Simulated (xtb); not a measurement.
xtb input (GFN1-xTB):

```bash
xtb mol.xyz --gfn 1 --sp --chrg -1 --uhf 0
```
mol.xyz:
```
8

Br     1.88109691    -0.80092124     0.05503745
C     -0.00258713    -0.40796435     0.02944598
C     -0.97521359    -1.35583627     0.09928152
C     -2.31096727    -0.82986876     0.06328582
C     -2.54504066     0.53151423    -0.03461924
Se    -0.79227074     1.30412186    -0.09295246
H     -0.74575315    -2.41392946     0.17530538
H     -3.15258162    -1.52103939     0.11440312
```

End of the output:

```
         :::::::::::::::::::::::::::::::::::::::::::::::::::::
         ::                     SUMMARY                     ::
         :::::::::::::::::::::::::::::::::::::::::::::::::::::
         :: total energy             -16.874261124434 Eh    ::
         :: gradient norm              0.039442780864 Eh/a0 ::
         :: HOMO-LUMO gap              2.670572334750 eV    ::
         ::.................................................::
         :: SCC energy               -17.021674123536 Eh    ::
         :: -> electrostatic           0.119508226771 Eh    ::
         :: repulsion energy           0.151535483346 Eh    ::
         :: dispersion energy         -0.004122484244 Eh    ::
         :: halogen bond corr.         0.000000000000 Eh    ::
         :: add. restraining           0.000000000000 Eh    ::
         :: total charge              -1.000000000000 e     ::
         :::::::::::::::::::::::::::::::::::::::::::::::::::::

           -------------------------------------------------
          |                Property Printout                |
           -------------------------------------------------

    * Orbital Energies and Occupations

         #    Occupation            Energy/Eh            Energy/eV
      -------------------------------------------------------------
         1        2.0000           -0.6627413             -18.0341
       ...           ...                  ...                  ...
         4        2.0000           -0.3852679             -10.4837
         5        2.0000           -0.3630782              -9.8799
         6        2.0000           -0.3317215              -9.0266
         7        2.0000           -0.3140969              -8.5470
         8        2.0000           -0.2763112              -7.5188
         9        2.0000           -0.2752505              -7.4899
        10        2.0000           -0.2606565              -7.0928
        11        2.0000           -0.2337096              -6.3596
Note: The following floating-point exceptions are signalling: IEEE_DENORMAL
normal termination of xtb
        12        2.0000           -0.2298435              -6.2544
        13        2.0000           -0.2185003              -5.9457
        14        2.0000           -0.1788278              -4.8662
        15        2.0000           -0.1624316              -4.4200
        16        2.0000           -0.1329189              -3.6169 (HOMO)
        17                         -0.0347771              -0.9463 (LUMO)
        18                         -0.0342762              -0.9327
        19                          0.0247324               0.6730
        20                          0.0401393               1.0922
        21                          0.0764004               2.0790
        22                          0.0985221               2.6809
        23                          0.1107430               3.0135
        24                          0.1148061               3.1240
        25                          0.1258961               3.4258
        26                          0.1417024               3.8559
        27                          0.1425178               3.8781
       ...                                ...                  ...
        38                          0.8422381              22.9185
      -------------------------------------------------------------
                  HL-Gap            0.0981417 Eh            2.6706 eV
             Fermi-level           -0.0838480 Eh           -2.2816 eV

  Mulliken/CM5 charges         n(s)   n(p)   n(d)
     1Br   -0.20162 -0.18734   1.955  5.201  0.045
     2C    -0.04141 -0.06346   1.139  2.902  0.000
     3C    -0.11352 -0.16694   1.061  3.052  0.000
     4C    -0.06265 -0.11413   1.038  3.025  0.000
     5C    -0.45892 -0.46744   1.437  3.022  0.000
     6Se   -0.01882 -0.00819   1.949  4.074 -0.004
     7H    -0.03691  0.01882   1.037  0.000  0.000
     8H    -0.06615 -0.01131   1.066  0.000  0.000

Wiberg/Mayer (AO) data.
largest (>0.10) Wiberg bond orders for each atom

 ---------------------------------------------------------------------------
     #   Z sym  total        # sym  WBO       # sym  WBO       # sym  WBO
 ---------------------------------------------------------------------------
     1  35 Br   1.145 --     2 C    0.994
     2   6 C    3.891 --     3 C    1.620     6 Se   1.073     1 Br   0.994
                             5 C    0.152
     3   6 C    3.980 --     2 C    1.620     4 C    1.247     7 H    0.973
     4   6 C    3.969 --     5 C    1.661     3 C    1.247     8 H    0.969
     5   6 C    3.086 --     4 C    1.661     6 Se   1.177     2 C    0.152
     6  34 Se   2.408 --     5 C    1.177     2 C    1.073
     7   1 H    1.011 --     3 C    0.973
     8   1 H    1.032 --     4 C    0.969
 ---------------------------------------------------------------------------

Topologies differ in total number of bonds
Writing topology from bond orders to xtbtopo.mol

 dipole moment from electron density (au)
     X       Y       Z
   2.9508  -0.0765   0.0012  total (Debye):    7.503

           -------------------------------------------------
          | TOTAL ENERGY              -16.874261124434 Eh   |
          | GRADIENT NORM               0.039442780864 Eh/α |
          | HOMO-LUMO GAP               2.670572334750 eV   |
           -------------------------------------------------

------------------------------------------------------------------------
------------------------------------------------------------------------
 total:
 SCF:
```

It need not be the lowest isomer of its formula. Whether it binds its extra electron was not tested at this geometry.
